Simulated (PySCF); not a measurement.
**Vertical excitation energies**

C₅H₄OSSi.
InChI=1S/C5H4OSSi/c1-2-5(3-7)8-4-6/h1,4H,8H2

Theory: TDDFT CAM-B3LYP/def2-SVPD, vertical, gas phase, core orbitals frozen in the response in PySCF 2.14.0, density-fitted response routines. Isolated species at its GFN2-xTB geometry (one conformer only). Torsions of this conformer, `[CH:1]#[C:2][C:3](=[C:4]=[S:5])[SiH2:6][CH:7]=[O:8]`: C2–C3–Si6–C7 -26°, C3–Si6–C7–O8 -171°.

```json
{"state": "S1", "E (eV)": "2.50", "ν̃ (cm⁻¹)": "20200", "f": "0.0003", "|μ| (D)": "0.18", "main configurations (H = HOMO, L = LUMO)": "H→L (94%)"}
{"state": "S2", "E (eV)": "3.16", "ν̃ (cm⁻¹)": "25480", "f": "0.0015", "|μ| (D)": "0.35", "main configurations (H = HOMO, L = LUMO)": "H-1→L+1 (68%), H-1→L+2 (14%), H→L+1 (8%)"}
{"state": "S3", "E (eV)": "4.46", "ν̃ (cm⁻¹)": "36000", "f": "0.036", "|μ| (D)": "1.46", "main configurations (H = HOMO, L = LUMO)": "H→L+1 (46%), H-1→L (27%), H→L+2 (11%)"}
{"state": "S4", "E (eV)": "4.93", "ν̃ (cm⁻¹)": "39750", "f": "0.105", "|μ| (D)": "2.37", "main configurations (H = HOMO, L = LUMO)": "H-1→L (39%), H→L+1 (36%), H-1→L+1 (8%)"}
{"state": "S5", "E (eV)": "5.28", "ν̃ (cm⁻¹)": "42550", "f": "0.160", "|μ| (D)": "2.83", "main configurations (H = HOMO, L = LUMO)": "H→L+2 (58%), H-1→L (18%), H-4→L (10%)"}
{"state": "S6", "E (eV)": "5.44", "ν̃ (cm⁻¹)": "43900", "f": "0.0094", "|μ| (D)": "0.68", "main configurations (H = HOMO, L = LUMO)": "H-3→L (27%), H-1→L+2 (15%), H-2→L+1 (14%)"}
{"state": "S7", "E (eV)": "5.50", "ν̃ (cm⁻¹)": "44380", "f": "0.011", "|μ| (D)": "0.73", "main configurations (H = HOMO, L = LUMO)": "H-3→L (30%), H-2→L (21%), H-2→L+1 (12%)"}
{"state": "S8", "E (eV)": "5.61", "ν̃ (cm⁻¹)": "45230", "f": "0.0005", "|μ| (D)": "0.16", "main configurations (H = HOMO, L = LUMO)": "H-2→L (65%), H-3→L (15%)"}
```

Triplets (Tamm–Dancoff): T1 2.23 eV, H→L (93%); T2 2.50 eV, H-1→L+1 (66%), H-1→L+2 (16%), H→L+1 (8%); T3 3.26 eV, H→L+2 (54%), H→L+1 (37%).

The lowest singlet comes at 495 nm (242 kJ/mol) in the visible; it is dark (f under 0.0005); its leading configuration is HOMO→LUMO (94%). The most intense listed level is S5 at 5.28 eV (235 nm, f = 0.160), 2.77 eV above S1. Löwdin shares by element: HOMO carbon 48% or more, sulfur 31% (atoms not listed hold the other 21%); LUMO carbon 47% or more, sulfur 40%, silicon 6%. The oscillator strengths of these states sum to 0.324; summed over the whole spectrum of an exact calculation they would give the number of electrons, 72 (Thomas–Reiche–Kuhn). Of the 8 states listed, 4 reach f = 0.01 and 1 stays under 0.0005. The listed states span 3.10 eV, and the widest gap between neighbours is 1.30 eV (S2 to S3). 2 computed singlets (S1 to S2) lie in the visible range (380 to 750 nm), the largest f among them at 392 nm, f = 0.0015; light of that wavelength is violet, and its complementary colour is yellow-green; a Tamm–Dancoff triplet lies at 557 nm, without intensity as long as spin–orbit coupling is left out. The window holds the lowest 8 singlets.
